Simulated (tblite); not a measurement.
`O=C=C(Cl)C[SiH2][SiH3]`. Structure optimised with GFN2-xTB, isolated species.

```
atom  x, y, z in Å
O1     4.1187    0.3470    0.0288
C2     3.1032   -0.1272   -0.2974
C3     1.9703   -0.6655   -0.6287
Cl4    1.9165   -1.5017   -2.1685
C5     0.6995   -0.5725    0.1492
Si6   -0.6219    0.5149   -0.7295
Si7   -2.5601    0.4834    0.5333
H8     0.3135   -1.5809    0.3098
H9     0.9320   -0.1558    1.1297
H10   -0.7942   -0.0157   -2.0850
H11    0.0003    1.8378   -0.8775
H12   -3.1932   -0.8385    0.5580
H13   -2.3348    0.8559    1.9335
H14   -3.5505    1.4183   -0.0024
```

Problem. What is the longest distance between nuclei?

Solution. O1···H14, 7.74 Å; the next longest distance is 7.43 Å.

Problem. Work out the bond lengths C3–Cl4, C3–C5, C5–Si6, C5–H9, Si6–Si7, Si6–H10, Si6–H11, Si7–H13 in bohr.

Solution. For C3–Cl4 the difference vector is (-0.0538, -0.8362, -1.5398) Å, of length 1.7530 Å. 1 bohr = 0.529177 Å. C3–Cl4 3.313; C3–C5 2.821; C5–Si6 3.635; C5–H9 2.061; Si6–Si7 4.372; Si6–H10 2.770; Si6–H11 2.777; Si7–H13 2.771 bohr.

Problem. How far apart are these pairs, which share no bond: O1···H9, C3···H8, Si7···H10, H9···H13, H10···H14?

Solution. O1···H9 3.409 Å (4 bonds apart); C3···H8 2.113 Å (2 bonds apart); Si7···H10 3.197 Å (2 bonds apart); H9···H13 3.513 Å (4 bonds apart); H10···H14 3.740 Å (3 bonds apart).

Problem. What is the repulsion energy of the bare nuclei, Σ ZA·ZB/RAB?

Solution. 462.94 Eh over 91 pairs, with full nuclear charges and distances in bohr; the largest single term is 44.83 Eh (Si6 with Si7).

Problem. What are the angles O1–C2–C3, C2–C3–C5, C2–C3–Cl4, C3–C5–H9, C3–C5–H8, Si6–Si7–H14?

Solution. From the scalar product of the two bond vectors; for O1–C2–C3 it is -1.5138 Å² over 1.1673 × 1.2973 Å², cos θ = -0.999667. O1–C2–C3 178.5°; C2–C3–C5 125.8°; C2–C3–Cl4 116.7°; C3–C5–H9 108.1°; C3–C5–H8 108.7°; Si6–Si7–H14 111.0°.

Problem. How far are the heavy atoms from their best plane (unweighted least squares)?

Solution. 0.389 Å rms; O1 0.22, C2 0.02, C3 0.23, Cl4 0.05, C5 0.65, Si6 0.71, Si7 0.12 Å (magnitudes).

Its GFN2-xTB frequencies are all real (lowest 22 cm⁻¹). The numbers are those of one conformer. 3 starts were optimised and ended at 0.00, 0.10 and 0.44 kcal/mol (GFN2-xTB); the lowest of these is shown.

These are computed values.
